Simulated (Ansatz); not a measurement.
`C[SiH](N)I` → `[CH2]` (triplet) + `N[SiH2]I` at 700 K and 1 bar (formal loss of a carbene).

Gas-phase electronic energies from Ansatz, PBE0-D4/def2-TZVP geometries. CBS: MP2 limit from def2 TZ/QZ plus the TZ coupled-cluster correction, frozen cores. This one scheme is used for every species. Triplets are unrestricted, without spin–orbit coupling. def2 core potentials past Kr. For I outer-core shells are correlated without core-valence functions, which leaves a few kJ/mol of doubt a bond. Each species was taken in one conformer, which may not be the lowest.

| species | CCSD(T)/CBS energy (Eh) | H − E (kJ/mol) | S (J/(mol·K)) |
| --- | --- | --- | --- |
| `C[SiH](N)I` | -682.97750 | 266.4 | 463.3 |
| `[CH2]` (triplet) | -39.09499 | 70.4 | 226.8 |
| `N[SiH2]I` | -643.69654 | 171.5 | 396.4 |

H − E and S are ideal-gas, rigid-rotor, harmonic terms from PBE0-D4/def2-TZVP, for one conformer and one mirror image of each species, with the whole ground term of open shells counted as degenerate. 1 Eh = 2625.50 kJ/mol, R = 8.31446 J/(mol·K).

Question: By hand: ΔE, ΔH, ΔS and ΔG.

Answer: ΔE = (-39.09499) + (-643.69654) − (-682.97750) = 0.18597 Eh = 488.3 kJ/mol. Δ(H − E) = 70.4 + 171.5 − 266.4 = -24.5, so ΔH = 463.8 kJ/mol. ΔS = 226.8 + 396.4 − 463.3 = 159.9 J/(mol·K). ΔG = 463.8 − 700 × (159.9)/1000 = 351.9 kJ/mol.

Question: By hand: the equilibrium constant, and the temperature at which ΔG would vanish if ΔH and ΔS stayed fixed.

Answer: log₁₀ K = −ΔG/(RT ln 10) = -26.3. ΔG = 0 at ΔH/ΔS = 2901 K, far beyond where these terms or the molecules hold.

The number of gas molecules changes by +1, which sets the sign of ΔS. A doubt of 5 kJ/mol in ΔE shifts log₁₀ K by 0.4 here. Other conformers and mirror images would add mixing entropy, several J/(mol·K) or more a flexible species. A triplet takes part, so the spin changes. These are equilibria of isolated gas molecules and say nothing of rates. Largest T1 diagnostic: 0.011 (customary marks: 0.02 for closed shells, 0.045 for open ones).
